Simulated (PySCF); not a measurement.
Predicted microwave data (PBE0/pcSseg-1 in PySCF (dipole) on a GFN2-xTB geometry, gas phase) for one isomer of C6H5FO2:

| Quantity | Value |
| --- | --- |
| Rotational constants | A = 2764, B = 1411, C = 934.1 MHz |
| Dipole components | \|μa\| = 0.92 D, \|μb\| = 1.27 D, \|μc\| = 0.00 D |
| Inertial defect | 0.00 u·Å² |
| κ | -0.48 |

Question: Which structure is it? (One computed conformer of each.)
A. `[CH2:1]=[CH:2][C:3]1=[C:4]([F:5])[O:6][CH:7]=[CH:8][O:9]1` with C1–C2–C3–C4 180°
B. `[CH2:1]=[CH:2][C:3]1=[CH:4][O:5][CH:6]=[C:7]([F:8])[O:9]1` with C1–C2–C3–C4 180°

Answer: B. It is C=CC1=COC=C(F)O1, an asymmetric top, point group Cs. The candidates at the same level (rigid rotor, commonest isotopes):

```csv
SMILES,A (MHz),B (MHz),C (MHz),μa (D),μb (D),μc (D),Δ (u·Å²),point group,rotor
C=CC1=C(F)OC=CO1,2587,1623,997.2,0.64,1.53,0.00,0.00,Cs,asymmetric top
C=CC1=COC=C(F)O1,2764,1411,934.1,0.92,1.27,0.00,0.00,Cs,asymmetric top
```

`C=CC1=C(F)OC=CO1` has B 15 % too high. In the right answer the mirror of this Cs structure is the ab plane, so μc vanishes by symmetry. No structure here is proved a minimum.
